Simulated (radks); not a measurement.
Task: These are the eigenvalues of the occupied orbitals of an atom or ion with whole-number occupations (hartree). Method: scalar-relativistic Kohn-Sham, LB94 model potential, spin-polarised, spherical densities, finite nucleus; Fermi nuclear charge, rms radius of each element as measured or else 0.836 A^(1/3) + 0.57 fm; computed with a radial shooting solver on a logarithmic mesh with Libxc functionals.

1s down: -90.14186
1s up: -90.13846
2s up: -8.30110
2s down: -8.29660
2p up: -6.28808
2p down: -6.28140
3s up: -0.80957
3s down: -0.78706
3p up: -0.43686
3p down: -0.40986

Which element is it, and in what charge state? The configuration may be excited. Open shells, if any, are filled with parallel spins first.

Result: Z = 16, sulfur, charge 0: S in [Ne] 3s2 3p4. The list shows which subshells hold electrons but not how many an open one holds; the 1s level, -90.142 hartree, gives Z - s = 13.4 by -(Z - s)^2/2, which with screening and relativity narrows Z to a few neighbours, and the depths of the outer levels then fix element, charge and occupations together.
